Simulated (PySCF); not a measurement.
# Where the electron goes

Species: C7H5FO2.
SMILES with atom numbers: `[CH:1]#[C:2][C:3]1=[CH:4][O:5][C:6]([CH2:7][F:8])=[CH:9][O:10]1` (hydrogens: H11 on C1; H12 on C4; H13, H14 on C7; H15 on C9)

Structure used (GFN2-xTB), in Å, numbered top down from 1:
```
atom  x, y, z in Å
C1     3.9979   -0.2692   -0.1700
C2     2.7976   -0.2354   -0.1588
C3     1.3896   -0.1401   -0.1826
C4     0.6018   -1.0247    0.4294
O5    -0.7781   -0.9717    0.4334
C6    -1.2675    0.1253   -0.2827
C7    -2.7639    0.1651   -0.2638
F8    -3.2388    1.2402   -0.9600
C9    -0.4847    1.0031   -0.8906
O10    0.8917    0.9518   -0.8968
H11    5.0453   -0.3234   -0.1639
H12    0.9828   -1.8666    0.9804
H13   -3.1784   -0.7391   -0.7263
H14   -3.1326    0.2478    0.7659
H15   -0.8671    1.8448   -1.4412
```

Method: TDDFT CAM-B3LYP/def2-SVPD, vertical, gas phase, core orbitals frozen in the response (PySCF).

Kohn–Sham orbitals with the atoms that hold most of them (Löwdin shares over 4%, at most four atoms; ? is withheld):

```csv
orbital,ε (eV),atoms
HOMO-3,-11.13,"C2 24%, C1 17%, C3 15%, O10 8%"
HOMO-2,-10.04,"C2 43%, C1 42%, C3 5%"
HOMO-1,-9.14,?
HOMO,-7.23,?
LUMO,?,"C4 22%, C3 16%, C1 13%, C2 11%"
LUMO+1,0.99,"C4 14%, C1 14%, C2 13%, O5 11%"
LUMO+2,1.36,"C7 22%, C1 13%, F8 10%, C2 9%"
```

(1) Which atoms hold the HOMO-1, and with what shares?

(2) Give the leading atoms of the HOMO.

(3) What is the LUMO energy, and the HOMO–LUMO gap?

Answers

(1) C1 (bonded to C and H) 21%; C2 (bonded to 2 C) 18%; C6 (bonded to 2 C and O) 15%; C9 (bonded to C, O and H) 13%.

(2) O5 (bonded to 2 C) 20%; O10 (bonded to 2 C) 20%; C4 (bonded to C, O and H) 12%; C3 (bonded to 2 C and O) 12%. By element: oxygen 40%, carbon 24% or more.

(3) ε(LUMO) = -0.01 eV; the gap is 7.23 eV (0.2656 hartree).

The HOMO–LUMO gap is 7.23 eV. Where does the response calculation put the lowest singlet, and from which orbitals?

S1 is at 3.92 eV (f = 0.018), 3.30 eV below the gap, made of HOMO→LUMO (95%). 

Give energy, strength and leading configuration of S1, S2, S4 and S5, and follow the Löwdin shares of the leading atoms from the occupied to the empty orbital.

- S1 (3.92 eV, f 0.018), HOMO→LUMO (95%): O5 20% → at most 12%, O10 20% → at most 12%, C4 12% → 22%, C3 12% → 16%
- S2 (4.83 eV, f 0.0031), HOMO→LUMO+1 (85%): O5 20% → 11%, O10 20% → at most 11%, C4 12% → 14%, C1 at most 12% → 14%
- S4 (6.05 eV, f 0.0003), HOMO-2→LUMO (79%): C2 43% → 11%, C1 42% → 13%, C4 at most 4% → 22%, C3 5% → 16%
- S5 (6.08 eV, f 0.128), HOMO-1→LUMO (74%): C1 21% → 13%, C2 18% → 11%, C4 at most 14% → 22%, C3 at most 14% → 16%

One conformer stands for the species.
